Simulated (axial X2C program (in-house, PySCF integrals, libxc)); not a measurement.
## Outer orbitals of MoH⁺ at 1.667 Å, HF

All values were computed with an in-house all-electron X2C program for linear molecules (integrals from PySCF). Spin-free means the one-electron spin-free X2C Hamiltonian; two-component (2c) means X2C with spin–orbit coupling and atomic mean-field two-electron Coulomb and Gaunt terms, so the difference of the two also holds small scalar two-electron terms. Basis: Mo dyall-cv3z [11s12p9d5f3g], H dyall-v3z [6s2p1d] (cores contracted in-house); Gaussian nuclei, density fitting, unrestricted open shells. Masses: Mo 97.905 u, H 1.008 u.

The distance is close to the 2c PBE0 minimum; the highest filled and lowest empty levels are listed.

Spin-free orbitals, state M_S = 2, Λ = 0 (beyond evenly filled blocks: π+α, π-α, δ+α, δ-α) (Löwdin shares):

```tsv
symmetry	occupied	ε (eV)	atomic character
π-α	yes	-17.82	97% Mo d
π+α	yes	-17.82	97% Mo d
σβ	yes	-17.70	58% H s, 20% Mo d, 11% Mo s
σα	yes	-17.62	43% Mo d, 40% H s, 10% Mo s
δ+α	yes	-17.48	100% Mo d
δ-α	yes	-17.48	100% Mo d
σα	no	-6.32	65% Mo s, 24% Mo d, 8% H s
σβ	no	-4.92	70% Mo s, 18% Mo p, 9% Mo d
σα	no	-4.52	65% Mo p, 18% Mo d, 11% H s
π+α	no	-3.53	98% Mo p
π-α	no	-3.53	98% Mo p
```

Spinors with spin–orbit coupling (state Ω = 2):

```
   ω  occupied  ε (eV)             atomic character     λ mixture
-1/2       yes  -17.91             86% Mo d, 9% H s  84% π, 16% σ
 3/2       yes  -17.77                     97% Mo d        100% π
-1/2       yes  -17.66   49% H s, 32% Mo d, 9% Mo s  84% σ, 16% π
 1/2       yes  -17.62  44% Mo d, 40% H s, 10% Mo s        100% σ
-3/2       yes  -17.59                    100% Mo d        100% δ
 5/2       yes  -17.38                    100% Mo d        100% δ
 1/2        no   -6.32   65% Mo s, 24% Mo d, 8% H s        100% σ
-1/2        no   -4.91  70% Mo s, 18% Mo p, 9% Mo d        100% σ
 1/2        no   -4.52  66% Mo p, 18% Mo d, 11% H s        100% σ
-1/2        no   -3.55                     98% Mo p   99% π, 1% σ
```

Problem. How does the gap between the highest filled and lowest empty level change from the spin-free to the 2c table?

Solution. From 11.16 to 11.06 eV at HF, a change of -0.10 eV.

Mulliken charges and populations of the two-component result (they depend on the basis, above all on diffuse functions):

Mo 1.08 e (s 8.21 p 18.07 d 14.62 f 0.01), H -0.08 e (s 1.06 p 0.02). ⟨Lz⟩ = 0.00 ħ and ⟨Sz⟩ = 2.00 ħ (2.14 and -0.14 on the two atoms), which add up to Ω.

One determinant describes the state; a PBE0 search over occupations chose it and may have missed a lower one. With several unpaired electrons one determinant need not be a pure state. Open-shell Ω = 0 determinants with evenly filled partner blocks cannot be reached by this program, so the Ω shown need not be the lowest component. The determinant is spin-polarised beyond a pure state at some levels (its spin-free form has ⟨S²⟩ too high), which makes Re and μ there less reliable.
